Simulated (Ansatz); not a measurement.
**A basis-limit estimate, worked out**

An elementary step of SiH3ClOF2, closed shell (SiH₂OF₂ ([OH][SiH]([F])[F]) + HCl → SiHClF₂ ([F][SiH]([F])[Cl]) + H₂O; Si–O, H–Cl broken or loosened, Si–Cl, O–H formed or tightened). “Start” and “end” are the PBE0-D4/def2-TZVP structures reached by relaxing down either side of its saddle point, with the molecules still in contact.

Computed with Ansatz 0.2.0 (basis: def2-TZVPP and def2-QZVPP); correlated methods freeze the cores.

Energies in eV:

| quantity | end | start |
| --- | --- | --- |
| Hartree–Fock, triple zeta (X = 3) | -27871.83691 | -27872.16060 |
| Hartree–Fock, quadruple zeta (X = 4) | -27872.81496 | -27873.15052 |
| MP2 correlation, X = 3 | -29.01102 | -28.93354 |
| MP2 correlation, X = 4 | -31.74179 | -31.63225 |
| CCSD(T) correlation, X = 3 | -30.72056 | -30.65992 |

Problem. Work out the step energy at the basis limit: extrapolate Hartree–Fock as E(X) = E∞ + A exp(−7.88 √X) and the MP2 correlation as E(X) = E∞ + B X^−2.97 (the exponents that Neese and Valeev fitted for def2-TZVPP and QZVPP), then add CCSD(T) − MP2 in triple zeta.

Solution. Each step is linear, so take the differences first (end − start): Hartree–Fock 0.32369 (X = 3) and 0.33556 (X = 4); MP2 correlation -0.07748 and -0.10954; CCSD(T) correlation -0.06064.
Two points give E∞ = E(4) + w [E(4) − E(3)], with w = 1/(exp(7.88 (2 − √3)) − 1) = 0.1377 for Hartree–Fock and w = 1/((4/3)^2.97 − 1) = 0.7407 for the correlation.
Hartree–Fock: 0.33556 + 0.1377 × 0.01187 = 0.3372 eV.
MP2 correlation: -0.10954 + 0.7407 × (-0.03206) = -0.1333 eV.
CCSD(T) − MP2: -0.06064 − (-0.07748) = 0.0168 eV.
Sum: 0.3372 + (-0.1333) + 0.0168 = 0.2207 eV, or 5.09 kcal/mol. Plain CCSD(T) in triple zeta gives 0.2631 eV, so the larger basis shifts the result by -0.0424 eV.

The T1 diagnostic stays at or below 0.011.

Hydrogen chloride, the by-product of chloride precursors, can attack films and sites by steps of this kind.

Labels in which every atom is bracketed show which atoms are joined, not bond orders.

For scale, one of the runs: CCSD(T)/def2-TZVPP, 219 basis functions, launched by `ansatz run in.yaml --threads 4 --pin off --events-out ev --progress --plain --max-ram 9574MiB`. The run took 110 s on 4 CPU threads of an Arm Neoverse V2 (shared host), with 3.4 GiB of host memory at its peak.
